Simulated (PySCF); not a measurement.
**Which determinant of GaF lies lowest?**

Unrestricted PBE0; Ga def2-SVP, F def2-SVP; no relativity (PySCF 2.14). Outer shells of the fragments: Ga 3d10 4s2 4p1; F 2s2 2p5.

Followed along the bond (rough minima from three points):

| 2Ms+1 | unpaired | ⟨S²⟩ at the start | R at minimum (Å) | Te (eV) |
| --- | --- | --- | --- | --- |
| 1 | none | 0.00 | 1.78 | 0.00 |
| 3 | σ ↑, π ↑ | 2.00 | 1.77 | 3.86 |

Solutions found at the starting distance of 1.820 Å, counted from the lowest of them; the search is not exhaustive and high or unbound solutions are not listed, so other states can lie among these:

| 2Ms+1 | unpaired | term | E (eV) | ⟨S²⟩ | ⟨Lz²⟩ | μ (D) |
| --- | --- | --- | --- | --- | --- | --- |
| 1 | none | ¹Σ⁺ | 0.00 | 0.00 | 0.00 | -2.12 |
| 3 | σ ↑, π ↑ | ³Π | 3.87 | 2.00 | 1.00 | -2.48 |
| 1 | σ ↓, π ↑ | mixed | 4.58 | 1.01 | 1.00 | -2.13 |
| 3 | σ ↑↑ | ³Σ⁺ | 6.40 | 2.00 | 0.00 | -2.08 |
| 3 | π ↑↑ | mixed | 7.46 | 2.01 | 2.01 | 2.57 |
| 3 | π ↑↑ | mixed | 7.60 | 2.01 | 2.01 | 2.60 |

A term symbol is given only where ⟨S²⟩ and ⟨Lz²⟩ are close to those of a pure state; real π, δ and φ orbitals otherwise mix terms. A positive dipole means Ga(−)F(+).

Counting both spins, an empty level lies below a filled one in some of these solutions, because spin and occupation are held.
